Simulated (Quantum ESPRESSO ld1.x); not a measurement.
All-electron atom: I IX in [Kr] 4d9 (the NIST ground configuration). Method: non-relativistic Kohn-Sham, LDA (Slater exchange, Perdew-Zunger correlation), spin-polarised, spherical densities, point nucleus; open shells are filled with parallel spins first; relativity is left out, which matters for an element this heavy; computed with ld1.x of Quantum ESPRESSO 7.5.

Normalised radial functions P(r) = r R(r), r in bohr:

r,4p down
0.002973,0.0062
0.00384,0.0101
0.00496,0.0163
0.006407,0.0262
0.008277,0.0416
0.01061,0.0642
0.0137,0.0985
0.0177,0.1474
0.02286,0.2136
0.02953,0.2961
0.03815,0.3865
0.04928,0.4638
0.06315,0.4906
0.08157,0.4199
0.1054,0.2077
0.1361,-0.1394
0.1758,-0.5199
0.2271,-0.7350
0.291,-0.5912
0.376,-0.0350
0.4856,0.7064
0.6273,1.2262
0.8103,1.2552
1.047,0.8866
1.341,0.4497
1.733,0.1495
2.238,0.0302
2.891,0.0032

4p down: eigenvalue -237.46 eV, 2 radial nodes at r = 0.124, 0.381 bohr, <r> = 0.791 bohr, 90 % of the charge inside 1.15 bohr.
